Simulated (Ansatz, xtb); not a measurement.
Relative energy of two isomers of C5H10O2

Structure I: `CCC(=O)COC`, a singlet. Structure II: `CC/C(O)=C\OC`, a singlet. Both are isolated molecules in the gas phase, relaxed with B3LYP-D3(BJ)/def2-SVP, each in the lowest conformer that the search found.

Quicker runs give these differences E(II) − E(I): GFN2-xTB +4.7 kcal/mol; HF/STO-3G +15.3 kcal/mol (at GFN2-xTB geometries); r2SCAN-D4/def2-SVP +13.5 kcal/mol (at GFN2-xTB geometries).

Q: Estimate E(II) − E(I) at the level CCSD(T)/def2-SVP + ΔMP2/def2-TZVPP.

A: Calculated at CCSD(T)/def2-SVP + ΔMP2/def2-TZVPP: E(II) − E(I) = +12.0 kcal/mol, so structure I lies lower.

How the difference moves with the method:

```json
{"level": "GFN2-xTB", "geometry": "GFN2-xTB", "E(II) − E(I) (kcal/mol)": "+4.7", "departure from the last row (kcal/mol)": "−7.4", "job, with rough time for the two": "optimisation, 0.86 s"}
{"level": "HF/STO-3G", "geometry": "GFN2-xTB", "E(II) − E(I) (kcal/mol)": "+15.3", "departure from the last row (kcal/mol)": "+3.3", "job, with rough time for the two": "single point, 2 s"}
{"level": "r2SCAN-D4/def2-SVP", "geometry": "GFN2-xTB", "E(II) − E(I) (kcal/mol)": "+13.5", "departure from the last row (kcal/mol)": "+1.4", "job, with rough time for the two": "single point, 13 s"}
{"level": "B3LYP-D3(BJ)/def2-SVP", "geometry": "B3LYP-D3(BJ)/def2-SVP", "E(II) − E(I) (kcal/mol)": "+12.9", "departure from the last row (kcal/mol)": "+0.9", "job, with rough time for the two": "optimisation, 3.3 min"}
{"level": "HF/def2-SVP", "geometry": "B3LYP-D3(BJ)/def2-SVP", "E(II) − E(I) (kcal/mol)": "+16.9", "departure from the last row (kcal/mol)": "+4.9", "job, with rough time for the two": "part of the CCSD(T) run"}
{"level": "MP2/def2-SVP", "geometry": "B3LYP-D3(BJ)/def2-SVP", "E(II) − E(I) (kcal/mol)": "+14.4", "departure from the last row (kcal/mol)": "+2.4", "job, with rough time for the two": "part of the CCSD(T) run"}
{"level": "CCSD(T)/def2-SVP", "geometry": "B3LYP-D3(BJ)/def2-SVP", "E(II) − E(I) (kcal/mol)": "+14.6", "departure from the last row (kcal/mol)": "+2.6", "job, with rough time for the two": "single point"}
{"level": "CCSD(T)/def2-SVP + ΔMP2/def2-TZVPP", "geometry": "B3LYP-D3(BJ)/def2-SVP", "E(II) − E(I) (kcal/mol)": "+12.0", "departure from the last row (kcal/mol)": "", "job, with rough time for the two": "single point, 5.1 min"}
```

As drawn, II has 1 C–O, 1 C=C, 1 O–H in place of 1 C–C, 1 C=O, 1 C–H.

The levels shown agree on the order. The largest departure from CCSD(T)/def2-SVP + ΔMP2/def2-TZVPP is that of GFN2-xTB, 7.4 kcal/mol. The last row adds to CCSD(T) the change of the MP2 difference between the two basis sets, here −2.6 kcal/mol.

With thermal terms from frequencies at re-optimised GFN2-xTB minima (ideal gas, soft modes damped towards free rotors, one conformer each, 298.15 K, 1 atm): on the last row, ΔE + ΔZPE = +12.3, ΔH = +12.3, ΔG = +12.6 kcal/mol.

The correlated steps freeze 7 core orbitals. Run with Ansatz 0.2.0, xtb 6.7.1; the last row on 2 threads of Intel(R) Xeon(R) Processor @ 2.50GHz (Skylake/Cascade Lake) on a shared host.
